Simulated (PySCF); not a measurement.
C₂H₈BClSi, SMILES CB(C)[SiH2]Cl. Atoms are numbered in the order given.

```xyz
13

Si     0.8267    -0.3330    -0.4879
Cl     1.4463     1.5395     0.2062
B     -1.0850    -0.7310     0.0656
C     -1.9666     0.4048     0.6688
C     -1.6338    -2.1807    -0.1523
H      1.8003    -1.3430     0.0346
H      0.9665    -0.3191    -1.9794
H     -1.4087     1.1629     1.2384
H     -2.3571     0.9397    -0.2233
H     -2.8450     0.0578     1.2349
H     -2.7261    -2.2241    -0.2894
H     -1.4274    -2.6923     0.8111
H     -1.1354    -2.7805    -0.9287
```
Charge 0, spin multiplicity 1.

The structure is a stationary point at PBE0-D3(BJ)/def2-SVP. The structure was generated by enumeration, and PubChem lists no compound with its InChIKey, so it may never have been made. One conformer was computed; it need not be the lowest.

Computed with PBE0/pcSseg-1 in PySCF.

GIAO shieldings, no solvent; atoms listed in one row are averaged. δ = σ(ref) − σ: ²⁹Si against TMS (σ = 352.7 ppm); ³⁵Cl against HCl (σ = 945.9 ppm); ¹¹B against BF3 (σ = 88.8 ppm); ¹³C against TMS (σ = 186.3 ppm); ¹H against TMS (σ = 31.56 ppm), references at their B3LYP-D3(BJ)/def2-TZVP geometries, non-relativistic (without spin–orbit terms, shifts of atoms bonded to Cl or Br come out too high).

**Question.** Estimate the chemical shifts. (The exact figures need the calculation; the answer reports its results.)

**Answer.** 
| nucleus | atoms | count | δ (ppm) |
|---|---|---|---|
| ²⁹Si | Si1 | 1 | -23.1 |
| ³⁵Cl | Cl2 | 1 | -103.5 |
| ¹¹B | B3 | 1 | 92.8 |
| ¹³C | C4 | 1 | 24.8 |
| ¹³C | C5 | 1 | 22.1 |
| ¹H | H6, H7 | 2 | 5.40 |
| ¹H | H8, H9, H10 | 3 | 1.87 |
| ¹H | H11, H12, H13 | 3 | 1.58 |
